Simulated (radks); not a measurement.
Task: The mean radii <r> (bohr) of the occupied orbitals of an atom or ion are listed with their occupations. All-electron calculation, Dirac Kohn-Sham, relativistic LDA (MacDonald-Vosko exchange, VWN5 correlation), spin-unpolarised, spherical densities, finite nucleus; Fermi nuclear charge, rms radius of each element as measured or else 0.836 A^(1/3) + 0.57 fm. Program: a radial shooting solver on a logarithmic mesh with Libxc functionals.

orbital  occ.      <r>
1s1/2       2  0.01907
2s1/2       2  0.08008
2p1/2       2  0.06635
2p3/2       4  0.07403
3s1/2       2   0.2076
3p1/2       2   0.1972
3p3/2       4   0.2111
3d3/2       4   0.1848
3d5/2       6   0.1890
4s1/2       2   0.4326
4p1/2       2   0.4314
4p3/2       4   0.4537
4d3/2       4   0.4467
4d5/2       1   0.4531

Name the element and its charge. Open shells, if any, fill j = l - 1/2 first.

Result: Z = 72, hafnium, charge +31: Hf31+ in [Kr] 4d5. The 1s radius gives Z: for a bare nucleus <r> = (2 gamma + 1)/(2Z) with gamma = sqrt(1 - (Z/c)^2), 0.01876 bohr for Z = 72, and screening makes it slightly larger (0.01907 here). The occupations add up to 41, and the charge is Z minus that.
